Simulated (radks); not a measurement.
Dy III, configuration [Xe] 4f9 6p1 (not the ground configuration). All-electron calculation, Dirac Kohn-Sham, PBEsol, spin-unpolarised, spherical densities, finite nucleus; open shells fill j = l - 1/2 first; Fermi nuclear charge, rms radius 5.2218 fm. Program: a radial shooting solver on a logarithmic mesh with Libxc functionals.

Unscreened Slater integrals over Kohn-Sham orbitals (eV). Large and small components are both included. Empty in this configuration: 6p3/2.

integral           value
F0(6p1/2,6p1/2)   6.4148
F0(6p1/2,4f7/2)   8.4011
G4(6p1/2,4f7/2)  0.27835
F0(6p1/2,4f5/2)   8.4081
G2(6p1/2,4f5/2)  0.30276
F0(6p1/2,5p3/2)   8.0001
G2(6p1/2,5p3/2)  0.52731
F0(6p1/2,6p3/2)   6.2621
G2(6p1/2,6p3/2)   3.4289
F0(4f7/2,4f7/2)   31.162
F2(4f7/2,4f7/2)   14.596
F4(4f7/2,4f7/2)   9.1147
F6(4f7/2,4f7/2)   6.5452
F0(4f7/2,4f5/2)   31.383
F2(4f7/2,4f5/2)   14.709
F4(4f7/2,4f5/2)   9.1877
G2(4f7/2,4f5/2)   14.674
G4(4f7/2,4f5/2)   9.1664
G6(4f7/2,4f5/2)   6.5832
F0(4f7/2,5p3/2)   19.450
F2(4f7/2,5p3/2)   6.6211
G2(4f7/2,5p3/2)   3.4415
G4(4f7/2,5p3/2)   2.6535
F0(4f7/2,6p3/2)   8.0422
F2(4f7/2,6p3/2)   1.0460
G2(4f7/2,6p3/2)  0.28243
G4(4f7/2,6p3/2)  0.25525
F0(4f5/2,4f5/2)   31.608
F2(4f5/2,4f5/2)   14.827
F4(4f5/2,4f5/2)   9.2634
F0(4f5/2,5p3/2)   19.504
F2(4f5/2,5p3/2)   6.5691
G2(4f5/2,5p3/2)   3.3582
G4(4f5/2,5p3/2)   2.5992
F0(4f5/2,6p3/2)   8.0486
F2(4f5/2,6p3/2)   1.0304
G2(4f5/2,6p3/2)  0.27744
G4(4f5/2,6p3/2)  0.25072
F0(5p3/2,5p3/2)   16.188
F2(5p3/2,5p3/2)   8.7317
F0(5p3/2,6p3/2)   7.6734
F2(5p3/2,6p3/2)   1.9067
G0(5p3/2,6p3/2)  0.37530
G2(5p3/2,6p3/2)  0.50832
F0(6p3/2,6p3/2)   6.1246
F2(6p3/2,6p3/2)   3.3892
